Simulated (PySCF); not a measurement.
Compound: C7H11ClSi2.
Atom-mapped SMILES: `[CH2:1]=[C:2]([CH3:3])[C:4]#[C:5][C@@H:6]1[SiH2:7][C@H:8]1[SiH2:9][Cl:10]`

NICS is the negative of the GIAO shielding at a point without a nucleus: at the ring centre (0) and 1 Å above and below it (1); zz is the component along the ring normal. Level: GIAO PBE0/pcSseg-1 (PySCF, non-relativistic, gas phase) on the GFN2-xTB geometry, one conformer.

Ring bond lengths (Å), with Mayer bond orders in brackets: C6–Si7 1.905 (0.84), Si7–C8 1.892 (0.93), C8–C6 1.552 (0.84).

Q: Give the NICS values of each ring in ppm.

A: 
```tsv
ring	type	NICS(0)	NICS(1), two faces	NICS(1)zz, two faces	rms pucker (Å)	centre to ring atoms, mean (Å)
C6–Si7–C8	3-membered ring with Si; formal bonds all single	-28.7	-9.0 / -7.5	-17.5 / -15.6	0.00	1.03
```

Q: What can be read from them?

A: 
- C6–Si7–C8: mean NICS(1)zz -16.6 ppm, shielded. C6, Si7, C8 have four or more neighbours; no verdict on aromaticity is drawn. NICS(0) lies 20 ppm below the mean NICS(1).

Q: Give the inner angles of the rings and the Hirshfeld charges of the ring atoms.

A: 
- C6–Si7–C8: C6 65.5° (-0.101 e), Si7 48.2° (+0.335 e), C8 66.3° (-0.204 e); sum 180.0° against 180° for a flat convex ring.

Q: What are the shieldings of the ring atoms and their hydrogens in the same run (means over atoms taken as equivalent)?

A: 
```json
{"atoms": "C6", "environment": "sp3 carbon bound to silicon", "σ isotropic (ppm)": "185.4"}
{"atoms": "Si7", "environment": "SiH2 silicon", "σ isotropic (ppm)": "477.3"}
{"atoms": "C8", "environment": "sp3 carbon bound to silicon", "σ isotropic (ppm)": "177.8"}
{"atoms": "H on C6", "environment": "methine hydrogen", "σ isotropic (ppm)": "30.24"}
{"atoms": "H on Si7", "environment": "Si–H hydrogen", "σ isotropic (ppm)": "28.71"}
{"atoms": "H on Si7", "environment": "Si–H hydrogen", "σ isotropic (ppm)": "28.61"}
{"atoms": "H on C8", "environment": "methine hydrogen", "σ isotropic (ppm)": "31.06"}
```

Conformer computed: `[CH2:1]=[C:2]([CH3:3])[C:4]#[C:5][C@@H:6]1[SiH2:7][C@H:8]1[SiH2:9][Cl:10]`: Si7–C8–Si9–Cl10 -93°.
